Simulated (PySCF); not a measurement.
PySCF input for Al(H)(Et)(vinyl) (C4H9Al), SMILES C=[CH][AlH][CH2]C, TDA-PBE/def2-SVPD. Coordinates come from a B3LYP-D3(BJ)/def2-SVP optimisation. The structure was generated by enumeration; whether it is a known compound was not checked. Other conformers were not sampled.

```python
import numpy as np
from pyscf import gto, scf, dft, tdscf

mol = gto.M(
    atom='''
    Al   -0.55029987    0.47473073    0.84840426
    H    -1.00533000    1.09328572    2.24161345
    C     0.85850610    1.30350135   -0.25748240
    C     2.15841464    0.48049664   -0.36867500
    H     1.08697873    2.31197394    0.13112226
    H     0.44514834    1.46662538   -1.27160496
    H     1.97343545   -0.52650026   -0.77836857
    H     2.64254416    0.34130656    0.61318423
    H     2.90337154    0.96428945   -1.02383638
    C    -1.38905901   -1.16582599    0.20002209
    C    -1.09897831   -1.67153528   -1.01387201
    H    -2.12790562   -1.72533561    0.79307964
    H    -1.56011540   -2.58741508   -1.40786842
    H    -0.37752919   -1.18954970   -1.68653253
    ''',
    basis='def2-SVPD',
    charge=0,
    spin=0,
    max_memory=1600,
    verbose=4,
)
mf = dft.RKS(mol, xc='pbe').density_fit(auxbasis='def2-universal-jkfit')
mf.grids.level = 3
mf.conv_tol = 1e-9
mf.max_cycle = 100
mf.kernel()
mf.grids = dft.Grids(mol).set(level=1).build(with_non0tab=True)  # coarser grid for the response kernel
td = tdscf.TDA(mf)
td.singlet = True
td.nstates = 10
td.conv_tol = 1e-4
td.positive_eig_threshold = 1e-6
td.kernel(x0=td.get_init_guess(mf, 15))
td.analyze()
tt = tdscf.TDA(mf)
tt.singlet = False
tt.nstates = 4
tt.conv_tol = 1e-4
tt.positive_eig_threshold = 1e-6
tt.kernel(x0=tt.get_init_guess(mf, 9))
tt.analyze(verbose=3)
```

It prints:

```
PySCF version 2.14.0

[INPUT] verbose = 4
[INPUT] num. atoms = 14
[INPUT] num. electrons = 46
[INPUT] charge = 0
[INPUT] spin (= nelec alpha-beta = 2S) = 0
[INPUT] symmetry False subgroup None
[INPUT] Mole.unit = angstrom
[INPUT] Symbol           X                Y                Z      unit          X                Y                Z       unit  Magmom
[INPUT]  1 Al    -0.550299870000   0.474730730000   0.848404260000 AA   -1.039916040684   0.897111062615   1.603251694314 Bohr   0.0
[INPUT]  2 H     -1.005330000000   1.093285720000   2.241613450000 AA   -1.899798364809   2.066010586698   4.236035497641 Bohr   0.0
[INPUT]  3 C      0.858506100000   1.303501350000  -0.257482400000 AA    1.622341405268   2.463260554501  -0.486571217896 Bohr   0.0
[INPUT]  4 C      2.158414640000   0.480496640000  -0.368675000000 AA    4.078812532852   0.908007053374  -0.696694778974 Bohr   0.0
[INPUT]  5 H      1.086978730000   2.311973940000   0.131122260000 AA    2.054092102928   4.368997553732   0.247785160234 Bohr   0.0
[INPUT]  6 H      0.445148340000   1.466625380000  -1.271604960000 AA    0.841208447405   2.771520295536  -2.402985113039 Bohr   0.0
[INPUT]  7 H      1.973435450000  -0.526500260000  -0.778368570000 AA    3.729252525008  -0.994941295912  -1.470903421269 Bohr   0.0
[INPUT]  8 H      2.642544160000   0.341306560000   0.613184230000 AA    4.993684734469   0.644975922917   1.158750258602 Bohr   0.0
[INPUT]  9 H      2.903371540000   0.964289450000  -1.023836380000 AA    5.486577048457   1.822242965307  -1.934770354566 Bohr   0.0
[INPUT] 10 C     -1.389059010000  -1.165825990000   0.200022090000 AA   -2.624941099759  -2.203091830000   0.377986968963 Bohr   0.0
[INPUT] 11 C     -1.098978310000  -1.671535280000  -1.013872010000 AA   -2.076768022737  -3.158743886748  -1.915940424262 Bohr   0.0
[INPUT] 12 H     -2.127905620000  -1.725335610000   0.793079640000 AA   -4.021158840723  -3.260411775859   1.498703314569 Bohr   0.0
[INPUT] 13 H     -1.560115400000  -2.587415080000  -1.407868420000 AA   -2.948190828716  -4.889505871770  -2.660485733224 Bohr   0.0
[INPUT] 14 H     -0.377529190000  -1.189549700000  -1.686532530000 AA   -0.713426773129  -2.247923144559  -3.187084581870 Bohr   0.0

nuclear repulsion = 196.245208408916
number of shells = 78
number of NR pGTOs = 252
number of NR cGTOs = 176
basis = def2-SVPD
ecp = {}


[settings echo left out]
init E= -399.562928558754
  HOMO = -0.315830365137561  LUMO = -0.133948972857483  gap/eV = 4.94924
cycle= 1 E= -399.565119689814  delta_E= -0.00219  |g|= 0.635  |ddm|= 4.71
  HOMO = -0.134927178575167  LUMO = -0.0511815377950362  gap/eV = 2.27883
cycle= 2 E= -399.340623493465  delta_E= 0.224  |g|= 1.07  |ddm|= 2.14
  HOMO = -0.227741765246662  LUMO = -0.0840477823650772  gap/eV = 3.91011
cycle= 3 E= -399.682623362105  delta_E= -0.342  |g|= 0.0821  |ddm|= 1.44
  HOMO = -0.224503502787302  LUMO = -0.0850299163683013  gap/eV = 3.79527
cycle= 4 E= -399.68413370506  delta_E= -0.00151  |g|= 0.0561  |ddm|= 0.198
  HOMO = -0.226036244327385  LUMO = -0.0843116361975338  gap/eV = 3.85652
cycle= 5 E= -399.684858212284  delta_E= -0.000725  |g|= 0.0252  |ddm|= 0.081
  HOMO = -0.226354586914606  LUMO = -0.0843461009091717  gap/eV = 3.86425
cycle= 6 E= -399.68504721376  delta_E= -0.000189  |g|= 0.00626  |ddm|= 0.0338
  HOMO = -0.225944895892369  LUMO = -0.0844528791767569  gap/eV = 3.85019
cycle= 7 E= -399.685058492969  delta_E= -1.13e-05  |g|= 0.00113  |ddm|= 0.00909
  HOMO = -0.225979278414234  LUMO = -0.0843942923209218  gap/eV = 3.85272
cycle= 8 E= -399.685058868748  delta_E= -3.76e-07  |g|= 0.000274  |ddm|= 0.00219
  HOMO = -0.2259901187876  LUMO = -0.0844175961017983  gap/eV = 3.85238
cycle= 9 E= -399.685058892714  delta_E= -2.4e-08  |g|= 4.19e-05  |ddm|= 0.000547
  HOMO = -0.225990936830451  LUMO = -0.084416700555269  gap/eV = 3.85243
cycle= 10 E= -399.685058893294  delta_E= -5.8e-10  |g|= 1.85e-05  |ddm|= 0.000114
  HOMO = -0.22599119161076  LUMO = -0.0844170115332341  gap/eV = 3.85243
Extra cycle  E= -399.685058893129  delta_E= 1.65e-10  |g|= 3.07e-05  |ddm|= 6.08e-05
converged SCF energy = -399.685058893129
tot grids = 49320
Overwritten attributes  positive_eig_threshold  of <class 'pyscf.tdscf.rks.TDA'>


******** <class 'pyscf.tdscf.rks.TDA'> for <class 'pyscf.df.df_jk.DFRKS'> ********
nstates = 10 singlet
deg_eia_thresh = 1.000e-03
wfnsym = None
conv_tol = 0.0001
eigh lindep = 1e-12
eigh level_shift = 0
eigh max_cycle = 100


Excitation energies (eV)
[3.9128214  4.48571446 5.44333064 5.6946654  5.91150983 5.95746464
 6.17888496 6.386379   6.4467499  6.599048  ]

** Singlet excitation energies and oscillator strengths **
Excited State   1:      3.91282 eV    316.87 nm  f=0.0004
      23 -> 24       -0.70508
Excited State   2:      4.48571 eV    276.40 nm  f=0.0010
      22 -> 24       -0.70223
Excited State   3:      5.44333 eV    227.77 nm  f=0.1189
      21 -> 24        0.61972
      21 -> 25        0.29756
Excited State   4:      5.69467 eV    217.72 nm  f=0.0012
      23 -> 25       -0.70067
Excited State   5:      5.91151 eV    209.73 nm  f=0.0035
      20 -> 24        0.69591
Excited State   6:      5.95746 eV    208.12 nm  f=0.0231
      23 -> 26       -0.69339
Excited State   7:      6.17888 eV    200.66 nm  f=0.0002
      19 -> 24       -0.33626
      22 -> 25        0.61499
Excited State   8:      6.38638 eV    194.14 nm  f=0.0037
      18 -> 24       -0.16060
      19 -> 24       -0.52944
      22 -> 25       -0.29201
      22 -> 26       -0.29229
Excited State   9:      6.44675 eV    192.32 nm  f=0.0031
      19 -> 24        0.24990
      22 -> 25        0.11558
      22 -> 26       -0.62048
Excited State  10:      6.59905 eV    187.88 nm  f=0.0318
      18 -> 24       -0.15734
      21 -> 25       -0.14533
      21 -> 26       -0.66925

** Transition electric dipole moments (AU) **
state          X           Y           Z        Dip. S.      Osc.
  1         0.0407     -0.0112     -0.0432      0.0037      0.0004
  2        -0.0606      0.0248     -0.0683      0.0089      0.0010
  3         0.2378      0.6908      0.5981      0.8915      0.1189
  4         0.0767      0.0470     -0.0234      0.0086      0.0012
  5         0.0129      0.1176      0.1014      0.0243      0.0035
  6        -0.2531     -0.2933      0.0921      0.1586      0.0231
  7         0.0056     -0.0156     -0.0343      0.0014      0.0002
  8        -0.0854      0.1197     -0.0437      0.0235      0.0037
  9        -0.0149     -0.0248      0.1359      0.0193      0.0031
 10        -0.3106      0.2748     -0.1567      0.1965      0.0318

** Transition velocity dipole moments (imaginary part, AU) **
state          X           Y           Z        Dip. S.      Osc.
  1        -0.0006      0.0054     -0.0117      0.0002      0.0008
  2        -0.0312      0.0247     -0.0219      0.0021      0.0084
  3         0.0528      0.0596      0.0113      0.0065      0.0216
  4        -0.0054      0.0263     -0.0278      0.0015      0.0048
  5         0.0020      0.0041     -0.0057      0.0001      0.0002
  6        -0.0461     -0.0530      0.0160      0.0052      0.0158
  7        -0.0027     -0.0003      0.0068      0.0001      0.0002
  8         0.0109     -0.0089      0.0058      0.0002      0.0007
  9        -0.0154      0.0008     -0.0025      0.0002      0.0007
 10        -0.0703      0.0504     -0.0378      0.0089      0.0245

** Transition magnetic dipole moments (imaginary part, AU) **
state          X           Y           Z
  1         0.1364      0.3072      0.1623
  2         0.3374      0.4403      0.0485
  3         0.1872     -0.1732      0.2521
  4        -0.0973      0.3121      0.3508
  5        -0.0303     -0.2291     -0.0702
  6        -0.3954     -0.1207     -0.6597
  7        -0.4636      0.0399      0.5501
  8         0.4958      0.1150     -0.4138
  9        -0.4032     -0.2963      0.4587
 10        -0.2187      0.1424      0.6907


******** <class 'pyscf.tdscf.rks.TDA'> for <class 'pyscf.df.df_jk.DFRKS'> ********
nstates = 4 triplet
deg_eia_thresh = 1.000e-03
wfnsym = None
conv_tol = 0.0001
eigh lindep = 1e-12
eigh level_shift = 0
eigh max_cycle = 100


Excitation energies (eV)
[3.70052309 3.9139536  4.10208508 5.48259325]

** Triplet excitation energies and oscillator strengths **
Excited State   1:      3.70052 eV    335.05 nm  f=0.0000
Excited State   2:      3.91395 eV    316.77 nm  f=0.0000
Excited State   3:      4.10209 eV    302.25 nm  f=0.0000
Excited State   4:      5.48259 eV    226.14 nm  f=0.0000
```

Self-consistency was reached.
